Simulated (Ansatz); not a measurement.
System: C₄H₂ISe, charge 0, multiplicity 2. It need not be the lowest isomer of its formula. SMILES: Ic1[c]c[se]c1
Geometry: optimised at B3LYP-D3(BJ)/def2-TZVP (Ansatz, a program for electronic structure).

Parts of the frozen-core correlation energy in STO-3G (Ansatz, hartree). Frozen orbitals: 41; correlated occupied orbitals by spin: 16 and 15; virtual: 10 and 11. Open shells are spin-unrestricted. Spin-orbit coupling is left out. Past Kr the def2 sets carry scalar-relativistic core potentials. STO-3G rows are all-electron and non-relativistic.

| term | value |
|---|---|
| reference (HF) | -9374.94713 |
| MP2 opposite-spin | -0.16161 |
| MP2 same-spin | -0.04225 |
| CCSD correlation | -0.28733 |
| (T) | -0.00797 |
| T1 diagnostic | 0.052 |
| largest doubles amplitude | 0.103 |
| <S^2> of the reference | 1.500 |
